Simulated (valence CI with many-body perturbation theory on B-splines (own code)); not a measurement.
## Ge²⁶⁺: key properties

Calculated by relativistic CI+MBPT: four valence electrons over a frozen Dirac-Fock core [He], radial functions for each j: 11 s, 11 p, 10 d, 8 f, 5 g, 2 h, with the one-electron correlation potential Σ1 (screened to all orders), the two-electron term Σ2, the three-electron term Σ3, Breit, model QED; selected single and double excitations, second order for the rest, scaled by the run's own slope (own B-spline code, finite nucleus).

No measured spectrum was set against this ion. As an estimate, large intervals hold to a few tenths of a per cent, small ones and those within an open d or f shell to about a per cent. Among the levels kept, up to 1100 cm⁻¹ of a level comes from second order outside the variational space, and about a tenth of that is noise between levels of different J, which matters for small intervals.

Names give the largest LS component (configuration and term), which can be under half, so a name can repeat, a term be missing and a line seem to break the LS rules; names also repeat where a configuration has a term twice.

Rates and lifetimes use the calculated energies. Strong lines usually hold to 10 to 20 %, long lifetimes can be off by a factor of two.

(1) What is the ground level?

(2) Name the longest-lived excited levels whose lifetime is computed, and their main decay.

(3) How well does LS coupling describe the low levels?

(4) Among levels below 1870.7 eV, which E1 lines absorb most strongly from the ground level?

(5) Where does the other parity begin?

(6) What is the ionisation energy?

Results:

(1) 2s2.2p2 3P_0, composition 82 % 2s2.2p2 3P + 17 % 2s2.2p2 1S.

(2) 2s2.2p2 3P_2 at 35.7 eV lives 405 μs, mostly by M1 to 2s2.2p2 3P_1; 2s2.2p2 3P_1 at 27.3 eV lives 6.32 μs, mostly by M1 to 2s2.2p2 3P_0; 2s2.2p2 1D_2 at 69.7 eV lives 2.28 μs, mostly by M1 to 2s2.2p2 3P_1.

(3) Among the lowest 20 levels the leading LS term, summed over configurations, holds 75 % on average. For single configurations the figures are 75 % in LS and 85 % in jj coupling. Terms mix most in the J = 2 level at 188.0 eV, where the leading one holds 43 %.

(4) to 2s2.2p.3d 3D°_1 at 0.7653 nm, f = 1.34; to 2s.2p2.3p 5D°_1 at 0.7475 nm, f = 0.265; to 2s.2p3 3D°_1 at 8.507 nm, f = 0.102.

(5) At 2s.2p3 5S°_2, 104.2 eV.

(6) 2741.4 eV; NIST lists 2737.1 ± 2.3 eV (semi-empirical).
